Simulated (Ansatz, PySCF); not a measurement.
Species: SbF2 (charge 0, doublet). It need not be the lowest isomer of its formula. SMILES: [F][Sb][F]
Geometry: optimised at B3LYP-D3(BJ)/def2-TZVP (Ansatz, a quantum-chemistry and plane-wave program).

Quantity: vertical ionisation energy (to the singlet state of charge +1; each state is the SCF solution reached for its spin), in eV. Correlated levels leave the core frozen unless marked. UHF or UKS for open shells. Spin-orbit coupling is left out. The frozen core is the preceding noble-gas configuration, with the filled d and f shells of earlier blocks. Past Kr the def2 sets carry scalar-relativistic core potentials. CBS marks a two-point X^-3 extrapolation of the correlation energy; Hartree-Fock from the larger set. The bracket is a focal-point correction in the basis named.

```csv
level,program,vertical ionisation energy (eV),minus last row
HF/def2-SVPD,Ansatz,8.82,0.05
HF/def2-TZVPPD,Ansatz,8.76,-0.01
HF/def2-QZVPPD,Ansatz,8.73,-0.04
SVWN5/def2-TZVPD,Ansatz,8.74,-0.03
r2SCAN/def2-TZVPD,Ansatz,8.83,0.06
PBE0/def2-TZVPD,Ansatz,8.85,0.08
BHLYP/def2-TZVPD,Ansatz,8.98,0.21
M06-2X/def2-TZVPD,PySCF,8.96,0.19
CAM-B3LYP/def2-TZVPD,Ansatz,8.96,0.19
wB97M-V/def2-TZVPD,Ansatz,8.82,0.05
wB97X-V/def2-TZVPD,Ansatz,8.81,0.04
B2PLYP/def2-TZVPD,Ansatz,8.71,-0.06
MP2/def2-SVPD,Ansatz,8.60,-0.17
RI-MP2/def2-TZVPPD,Ansatz,8.62,-0.15
RI-MP2/def2-QZVPPD,Ansatz,8.64,-0.13
"RI-MP2/CBS(def2-TZVPPD,def2-QZVPPD)",Ansatz,8.68,-0.09
SCS-MP2/def2-SVPD,Ansatz,8.58,-0.19
CCSD/def2-SVPD,Ansatz,8.72,-0.05
CCSD(T)/def2-SVPD,Ansatz,8.66,-0.11
CCSD(T)/def2-TZVPPD,Ansatz,8.71,-0.06
"RI-MP2/CBS(def2-TZVPPD,def2-QZVPPD)+[CCSD(T)-MP2]/def2-TZVPPD",Ansatz,8.77,0.00
```

For comparison, minus the highest occupied orbital energy (PySCF): 5.00 eV at BLYP/def2-TZVPD, 5.28 eV at BP86/def2-TZVPD, 6.39 eV at PW6B95/def2-TZVPD.
